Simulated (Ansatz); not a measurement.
```yaml
crystal:
  periodic: [false, false, false]
  atoms:
    - {symbol: C, position_ang: [-4.937001, 0.648185, -1.253445]}
    - {symbol: C, position_ang: [-3.421105, 0.488864, -1.128676]}
    - {symbol: C, position_ang: [-2.992383, -0.929128, -0.731658]}
    - {symbol: C, position_ang: [-1.475628, -1.148983, -0.655737]}
    - {symbol: C, position_ang: [-0.760518, -0.352912, 0.441476]}
    - {symbol: C, position_ang: [0.740753, -0.638389, 0.523075]}
    - {symbol: C, position_ang: [1.457021, 0.153669, 1.622744]}
    - {symbol: C, position_ang: [2.975764, -0.096791, 1.680711]}
    - {symbol: Si, position_ang: [3.965859, 0.611329, 0.253994]}
    - {symbol: O, position_ang: [5.582840, 0.154573, 0.355625]}
    - {symbol: O, position_ang: [3.715735, 2.264059, 0.329182]}
    - {symbol: O, position_ang: [3.510835, 0.122411, -1.286074]}
    - {symbol: H, position_ang: [-5.221397, 1.680460, -1.542372]}
    - {symbol: H, position_ang: [-5.446884, 0.418105, -0.294039]}
    - {symbol: H, position_ang: [-5.354463, -0.040098, -2.018658]}
    - {symbol: H, position_ang: [-2.934402, 0.756934, -2.093712]}
    - {symbol: H, position_ang: [-3.034401, 1.220757, -0.386236]}
    - {symbol: H, position_ang: [-3.451126, -1.187415, 0.250753]}
    - {symbol: H, position_ang: [-3.426212, -1.649040, -1.461297]}
    - {symbol: H, position_ang: [-1.017844, -0.902348, -1.640984]}
    - {symbol: H, position_ang: [-1.275800, -2.232148, -0.497400]}
    - {symbol: H, position_ang: [-0.909460, 0.737453, 0.277904]}
    - {symbol: H, position_ang: [-1.236348, -0.575517, 1.424538]}
    - {symbol: H, position_ang: [0.899972, -1.727927, 0.697199]}
    - {symbol: H, position_ang: [1.217094, -0.422642, -0.458426]}
    - {symbol: H, position_ang: [1.273744, 1.240573, 1.473219]}
    - {symbol: H, position_ang: [0.999565, -0.097974, 2.605644]}
    - {symbol: H, position_ang: [3.188461, -1.187010, 1.751673]}
    - {symbol: H, position_ang: [3.400504, 0.352070, 2.606813]}
    - {symbol: H, position_ang: [5.977574, 0.254884, 1.238878]}
    - {symbol: H, position_ang: [3.992326, 2.739626, -0.473827]}
    - {symbol: H, position_ang: [3.996917, -0.655631, -1.610898]}
basis:
  gaussian: {orbitals: def2-TZVP}
magnetization: {spin_polarized: true, initial_magnetization: 2}
hamiltonian: {xc: pbe0, dispersion: d4}
scf: {omitted_lower_state_checks: [starts]}
output: {orbitals: {seedname: orbitals}}
```

```sh
$ ansatz run in.yaml --threads 4 --pin off --events-out ev --progress --plain --max-ram 6963MiB
```

Task: Does this run fit into the memory that it is given?

Result: No. It has 498 basis functions, and Ansatz plans for 7.38 GiB where 6.79 GiB are given.
